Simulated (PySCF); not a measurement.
Start geometry of `C[CH2][In]([CH2]C)[S]C` (InEt2(SMe)) from GFN2-xTB (Å):
```
atom  x, y, z in Å
In1   -0.1356    0.2765    0.4010
C2     2.0008   -0.2370    0.5059
C3     2.4263   -0.6955   -0.8845
H4     2.2691   -0.9943    1.2529
H5     2.5561    0.6479    0.7920
H6     3.5396   -0.9191   -0.8510
H7     1.9683   -1.5832   -1.1801
H8     2.3778    0.1079   -1.6217
C9    -1.0758    2.3623   -0.2494
C10   -2.3085    2.1196   -1.1416
H11   -0.3083    2.8538   -0.8307
H12   -1.2978    2.9353    0.6003
H13   -2.8412    3.1117   -1.4744
H14   -2.0909    1.6061   -2.0691
H15   -3.0590    1.5018   -0.6365
S16   -1.8297   -1.4041    0.9057
C17   -0.7020   -2.7024    1.5361
H18    0.1742   -2.7732    0.9652
H19   -1.2521   -3.6996    1.4823
H20   -0.5488   -2.5002    2.5968
```

**Question.** What comes out of this run: PySCF, PBE0-D3(BJ)/def2-SVP geometry optimisation, gas phase, def2 core potentials past Kr?

**Answer.** 
```
atom  x, y, z in Å
In1    0.0216    0.5705   -0.0057
C2     2.0875   -0.0881    0.1774
C3     2.4173   -1.3041   -0.6820
H4     2.2426   -0.3141    1.2460
H5     2.7480    0.7601   -0.0609
H6     3.4627   -1.6292   -0.5417
H7     1.7777   -2.1671   -0.4399
H8     2.2899   -1.1004   -1.7573
C9    -1.0250    2.3241   -0.7464
C10   -2.5225    2.2868   -0.4719
H11   -0.8171    2.3779   -1.8285
H12   -0.5515    3.2146   -0.3012
H13   -3.0384    3.1644   -0.8983
H14   -2.9973    1.3898   -0.8999
H15   -2.7427    2.2733    0.6071
S16   -1.6095   -1.0407    0.7813
C17   -0.6131   -2.4472    1.3790
H18   -0.3257   -3.1114    0.5514
H19   -1.2351   -3.0207    2.0808
H20    0.2932   -2.1242    1.9102
```

The energy falls by 0.674 eV over 27 energy and gradient evaluations, the largest force component goes from 0.0569 to 3.3e-04 Eh/bohr, and the atoms move by 0.775 Å rms after alignment. The bond that changes most is In1–C9 (ends: indium bonded to 2 C and S; carbon bonded to C, In and 2 H), which shortens by 0.206 Å. Bonds longer at the end by more than 0.005 Å: 10 of 19; shorter: 8. Among the angles that change most is C2–In1–C9, from 127.0° to 136.9°. Among the dihedrals that turn most is C2–In1–C9–C10, from 139° to -174°. Rotational constants go from 1302, 1100, 663.8 to 1528, 1078, 669.3 MHz. The orientation of the end geometry is arbitrary; only internal coordinates are fixed.

The run used 179 basis functions and 178 SCF cycles in all. The run took 24 min wall, 21 min CPU on one thread, Intel Xeon at 2.50 GHz (x86_64), on a shared host, and the process peaked at 0.85 GiB of memory.

No frequency check. The numbers are those of one conformer.
